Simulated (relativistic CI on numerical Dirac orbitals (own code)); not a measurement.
Calculated at this level of theory: Dirac-Coulomb-Breit CI, KLI orbitals optimised for each configuration, model QED, unscaled Slater integrals (own radial code, finite nucleus).

The strongest absorption lines from the ground level of an ion, among the configurations computed and to levels below about 16700 eV (vacuum wavelength in Å, gf): 0.7992 (0.86), 0.8945 (0.97), 0.8949 (1.6), 0.8951 (2), 0.9225 (0.72), 1.0556 (4.2), 1.0572 (1.3), 4.3601 (0.43).

(1) Which ion is it?
A. Pb⁷⁴⁺
B. Ra⁸⁰⁺
C. Yb⁶²⁺
D. Pb⁷⁶⁺

## Answers

(1) A. Pb⁷⁴⁺ has 8 electrons and the ground level 2s2 2p4 3P_2; the strongest line goes to 2s2 2p3 3d 3D°_3. The pattern of lines fixes the number of electrons, and along that sequence the line energies rise steadily with the charge (about as its square where n changes within one kind of shell, about linearly where n is kept but much faster in heavy ions where fine structure, which grows about as Z⁴, sets the gap, and irregularly where shells cross), which fixes Z. Configurations outside the model, such as inner-shell arrays, can give stronger lines. At this charge energies of transitions that change n are usually good to better than 1 %, and those within a shell (Δn = 0) to a few per cent.

LS names give the leading component of a level, which can be under half, so a name can repeat, a term be missing and a line seem to break the LS rules.
